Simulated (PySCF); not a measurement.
# Broadened absorption spectrum of C6H9NO

Species: C6H9NO.
Cartesian coordinates in Å at the GFN2-xTB level; atoms count from 1:
```
atom  x, y, z in Å
C1     2.6273   -0.3170   -0.0736
C2     1.3899   -0.0772    0.3151
C3     0.1865   -0.1998   -0.5699
C4    -0.8498   -1.1555    0.0580
N5    -1.7001   -0.2693    0.8105
C6    -1.6236    1.0325    0.4604
O7    -2.2818    1.9277    0.9327
C8    -0.5681    1.1361   -0.6321
H9     2.8550   -0.6287   -1.0801
H10    3.4653   -0.2118    0.5936
H11    1.1788    0.2407    1.3277
H12    0.4931   -0.5441   -1.5592
H13   -1.4209   -1.6841   -0.7168
H14   -0.3775   -1.8967    0.7086
H15   -2.3792   -0.6064    1.4725
H16    0.0767    1.9979   -0.4696
H17   -1.0785    1.2679   -1.5878
```

Method: PySCF 2.14.0, density-fitted response routines, TDDFT B3LYP/def2-SVPD, vertical, gas phase, core orbitals frozen in the response.

Broadening: Gaussians 0.25 eV wide at half height, area fixed by f = 4.319×10⁻⁹ ∫ε dν̃. The width is an assumption, not a result. The curve ends short of the highest state used, and states not computed would add to its high-energy end.

```json
{"E (eV)": "5.25", "ε (L mol⁻¹ cm⁻¹)": "0"}
{"E (eV)": "5.30", "ε (L mol⁻¹ cm⁻¹)": "1"}
{"E (eV)": "5.34", "ε (L mol⁻¹ cm⁻¹)": "3"}
{"E (eV)": "5.38", "ε (L mol⁻¹ cm⁻¹)": "8"}
{"E (eV)": "5.43", "ε (L mol⁻¹ cm⁻¹)": "22"}
{"E (eV)": "5.47", "ε (L mol⁻¹ cm⁻¹)": "42"}
{"E (eV)": "5.52", "ε (L mol⁻¹ cm⁻¹)": "76"}
{"E (eV)": "5.56", "ε (L mol⁻¹ cm⁻¹)": "103"}
{"E (eV)": "5.60", "ε (L mol⁻¹ cm⁻¹)": "123"}
{"E (eV)": "5.65", "ε (L mol⁻¹ cm⁻¹)": "125"}
{"E (eV)": "5.69", "ε (L mol⁻¹ cm⁻¹)": "108"}
{"E (eV)": "5.74", "ε (L mol⁻¹ cm⁻¹)": "73"}
{"E (eV)": "5.78", "ε (L mol⁻¹ cm⁻¹)": "47"}
{"E (eV)": "5.82", "ε (L mol⁻¹ cm⁻¹)": "28"}
{"E (eV)": "5.87", "ε (L mol⁻¹ cm⁻¹)": "21"}
{"E (eV)": "5.91", "ε (L mol⁻¹ cm⁻¹)": "31"}
{"E (eV)": "5.95", "ε (L mol⁻¹ cm⁻¹)": "63"}
{"E (eV)": "6.00", "ε (L mol⁻¹ cm⁻¹)": "155"}
{"E (eV)": "6.04", "ε (L mol⁻¹ cm⁻¹)": "306"}
{"E (eV)": "6.09", "ε (L mol⁻¹ cm⁻¹)": "678"}
{"E (eV)": "6.13", "ε (L mol⁻¹ cm⁻¹)": "1203"}
{"E (eV)": "6.17", "ε (L mol⁻¹ cm⁻¹)": "1964"}
{"E (eV)": "6.22", "ε (L mol⁻¹ cm⁻¹)": "3127"}
{"E (eV)": "6.26", "ε (L mol⁻¹ cm⁻¹)": "3978"}
{"E (eV)": "6.31", "ε (L mol⁻¹ cm⁻¹)": "4544"}
{"E (eV)": "6.35", "ε (L mol⁻¹ cm⁻¹)": "4454"}
{"E (eV)": "6.39", "ε (L mol⁻¹ cm⁻¹)": "3970"}
{"E (eV)": "6.44", "ε (L mol⁻¹ cm⁻¹)": "3135"}
{"E (eV)": "6.48", "ε (L mol⁻¹ cm⁻¹)": "2500"}
{"E (eV)": "6.52", "ε (L mol⁻¹ cm⁻¹)": "1969"}
```

Task: Locate the maxima and give the states behind the curve.

Result: 220 nm (5.63 eV), ε about 130, made up of S1 (100%); 196 nm (6.32 eV), ε about 4600, made up of S3 (90%) (ε in L mol⁻¹ cm⁻¹; maxima over ε = 5, shares over 10%). The states used: S1 5.63 eV (f 0.0012); S2 6.13 eV (f 0.0018); S3 6.31 eV (f 0.038); S4 6.43 eV (f 0.0045); S5 6.53 eV (f 0.0097); S6 6.90 eV (f 0.053); S7 7.02 eV (f 0.019); S8 7.12 eV (f 0.092).

Task: What would ε be at 6.32 eV, the highest of these maxima, with half the width (0.125 eV)?

Result: About 8180 L mol⁻¹ cm⁻¹ against 4570, a factor of about 1.8; a lone state at its own centre would give exactly 2.

Task: On this curve, what absorbance would a 10⁻⁵ mol/L sample give at 193 nm over a 1 cm path?

Result: 193 nm is 6.424 eV, where ε is about 3400 L mol⁻¹ cm⁻¹, so A = ε c l ≈ 0.034 (Beer–Lambert, with the gas-phase spectrum and the assumed width).

Task: Coming from long wavelengths, where does ε first pass 100 L mol⁻¹ cm⁻¹?

Result: At about 223 nm (5.56 eV), 0.07 eV below S1.

Time: 35 s of wall time; peak memory 0.94 GiB. Hardware: an Arm Neoverse V2 with one thread, shared host.

One conformer stands for the species.
